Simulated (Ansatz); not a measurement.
The lowest singlet and triplet of C6H6 (SMILES c1ccccc1); geometries from B3LYP-D3(BJ)/def2-TZVP, each state relaxed from the structure named, with no frequency check.
Singlet (charge 0, multiplicity 1):
```xyz
12

C      1.27338     0.55748    -0.03401
C      1.11779    -0.82368    -0.07433
C     -0.15559    -1.38116    -0.04032
C     -1.27338    -0.55748     0.03401
C     -1.11779     0.82368     0.07433
C      0.15559     1.38116     0.04032
H      2.26477     0.99151    -0.06049
H      1.98806    -1.46496    -0.13221
H     -0.27672    -2.45647    -0.07172
H     -2.26477    -0.99151     0.06049
H     -1.98806     1.46496     0.13221
H      0.27672     2.45647     0.07172
```
Triplet (charge 0, multiplicity 3):
```xyz
12

C      1.27917     0.62059    -0.21870
C      1.13775    -0.83877    -0.01992
C     -0.21383    -1.40441    -0.22620
C     -1.27114    -0.60439     0.04944
C     -1.07436     0.79097     0.30786
C      0.20132     1.39276     0.05684
H      2.22702     1.05100    -0.51733
H      1.70173    -1.25769     0.81886
H     -0.34366    -2.43569    -0.53024
H     -2.28262    -0.99149     0.00059
H     -1.92820     1.41971     0.51873
H      0.27220     2.47369     0.01343
```

A positive gap puts the triplet lower; no zero-point energy. R- takes a restricted singlet. U- takes an unrestricted singlet (broken symmetry where lower, unprojected). The triplet is unrestricted in single-reference levels.

Correlated levels freeze the cores.

The values were computed with Ansatz (a program for electronic structure) with Gaussian orbitals. Values without a source in brackets are computed.

Task: One of these levels gives -270.7 kJ/mol for the gap E(singlet) − E(triplet), adiabatic. Which one is it?
A) R-HF/cc-pVTZ
B) R-r2SCAN/def2-TZVPP
C) U-SCS-MP2/cc-pVTZ (spin-contaminated)
D) R-MP2/cc-pVDZ

Result: A, R-HF/cc-pVTZ. The others give -350.7 (R-r2SCAN/def2-TZVPP), -459.3 (R-MP2/cc-pVDZ), -385.3 (U-SCS-MP2/cc-pVTZ (spin-contaminated))

Doubts at one or more of the structures used: a restricted determinant that unrestricted orbitals would lower (R-HF/cc-pVTZ, R-MP2/cc-pVDZ); a spin-contaminated determinant (R-HF/cc-pVTZ, R-MP2/cc-pVDZ).
